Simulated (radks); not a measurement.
Isoelectronic series with 49 electrons, all held in the configuration [Kr] 4d10 5s2 5p1, which need not be the ground one along the series. Calculated with a radial shooting solver on a logarithmic mesh with Libxc functionals: Dirac Kohn-Sham, PBE, spin-unpolarised, spherical densities, finite nucleus; open shells fill j = l - 1/2 first; Fermi nuclear charge, rms radius of each element as measured or else 0.836 A^(1/3) + 0.57 fm. Total energies (hartree) and orbital eigenvalues (hartree) (* marks an orbital that is empty in some or all of the ions):

Ba7+: E (hartree) -8127.3659; 5p3/2* -3.34761; 5p1/2 -3.46113; 5s1/2 -4.04923; 4d5/2 -6.39756
Pr10+: E (hartree) -9216.4346; 5p3/2* -5.50110; 5p1/2 -5.68848; 5s1/2 -6.43310; 4d5/2 -9.97228
Sm13+: E (hartree) -10383.8238; 5p3/2* -8.05858; 5p1/2 -8.34341; 5s1/2 -9.24489; 4d5/2 -14.15469
Tb16+: E (hartree) -11631.3388; 5p3/2* -11.00985; 5p1/2 -11.42029; 5s1/2 -12.48032; 4d5/2 -18.93030
Er19+: E (hartree) -12960.8141; 5p3/2* -14.34945; 5p1/2 -14.91886; 5s1/2 -16.13983; 4d5/2 -24.29057
Lu22+: E (hartree) -14374.5353; 5p3/2* -18.07448; 5p1/2 -18.84212; 5s1/2 -20.22706; 4d5/2 -30.23008
W25+: E (hartree) -15875.0430; 5p3/2* -22.18360; 5p1/2 -23.19541; 5s1/2 -24.74794; 4d5/2 -36.74528
Ir28+: E (hartree) -17465.0253; 5p3/2* -26.67657; 5p1/2 -27.98608; 5s1/2 -29.71015; 4d5/2 -43.83389
Hg31+: E (hartree) -19147.5977; 5p3/2* -31.55383; 5p1/2 -33.22326; 5s1/2 -35.12316; 4d5/2 -51.49437
Bi34+: E (hartree) -20926.3016; 5p3/2* -36.81642; 5p1/2 -38.91786; 5s1/2 -40.99827; 4d5/2 -59.72579
